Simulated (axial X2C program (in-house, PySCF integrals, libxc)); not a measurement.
# OPrS⁻: the levels of the configuration f(δφ)1 s1 f(π)0

Calculated with an in-house all-electron X2C program for linear molecules (integrals from PySCF): two-component X2C with atomic mean-field Coulomb and Gaunt terms, basis O dyall-v3z, Pr dyall-v3z, S dyall-v3z (cores contracted in-house). Orbitals come from Hartree–Fock averaged over the configuration Pr f(δφ)1 s1 f(π)0; CI then distributes these electrons over the f(δφ), s, f(π) shells of Pr.

O–Pr–S held linear, bonds 1.738 and 2.150 Å (the second held) (near the minimum of the configuration average).

Active spinors (ω > 0):

```tsv
shell	ω	ε (eV)	character
f(δφ)	3/2	10.62	100% Pr f
f(δφ)	5/2	10.74	100% Pr f
f(δφ)	5/2	11.04	100% Pr f
f(δφ)	7/2	11.20	100% Pr f
s	1/2	1.93	76% Pr s, 17% Pr d
f(π)	3/2	8.64	46% Pr f, 38% Pr d, 5% Pr g
f(π)	1/2	8.66	45% Pr f, 38% Pr d, 5% Pr g
```

Lowest levels of this model:

| Ω | energy (cm⁻¹) | g∥ | configuration |
| --- | --- | --- | --- |
| 2 | 0 | 2.18 | 100% f(δφ)1 s1 |
| 3 | 119 | 6.23 | 100% f(δφ)1 s1 |
| 1 | 1282 | 0.03 | 100% f(δφ)1 s1 |
| 2 | 1541 | 4.01 | 100% f(δφ)1 s1 |
| 4 | 2552 | 10.00 | 100% f(δφ)1 s1 |
| 3 | 2732 | 6.03 | 100% f(δφ)1 s1 |
| 3 | 3292 | 7.75 | 100% f(δφ)1 s1 |
| 2 | 3583 | 3.83 | 100% f(δφ)1 s1 |

g∥ is the magnitude of 2⟨Lz + ge Sz⟩ for the +Ω component.

(1) From Ω and g∥ of the lowest level, whose 2⟨Lz + ge Sz⟩ is positive, find ⟨Sz⟩ and ⟨Lz⟩ (ge = 2.0023).

Occupations of the active spinors in the lowest level by ω, shell by shell in order of energy: -7/2: 0.00; -5/2: 0.00 0.00; -3/2: 0.00 0.00; -1/2: 1.00 0.00; 1/2: 0.00 0.00; 3/2: 0.00 0.00; 5/2: 0.45 0.54; 7/2: 0.00. The leading determinant has weight 0.55 among 10.

This point took 3 s on 1 thread of Arm Neoverse V1, with other jobs on the host.

There is no dynamic correlation: spin–orbit spacings and, for f shells, spacings inside one term are the most reliable numbers, splittings between terms come out too wide, and energies between configurations are not reliable, so the lowest level need not be the ground state of the molecule. At most 6 roots were kept for each Ω > 0 (twice that for Ω = 0) within 3.5 eV of the lowest, so higher up levels can be missing between those listed; levels with Ω > 0 are doubly degenerate and listed once, Ω = 0 levels singly. Some active spinors are only partly of the character that their shell is named for, so the shell names and counts are nominal. States that fill the shells left empty in the average are placed too high. For an anion, levels above electron detachment are held by the basis set. Along the bond the averaged SCF switches between close solutions, so this one may not be the lowest. The molecule was held linear; bending was not examined.

Results:

(1) Ω = ⟨Lz⟩ + ⟨Sz⟩ = 2 and ⟨Lz⟩ + ge⟨Sz⟩ = 1.090, so ⟨Sz⟩ = -0.91 and ⟨Lz⟩ = 2.91.
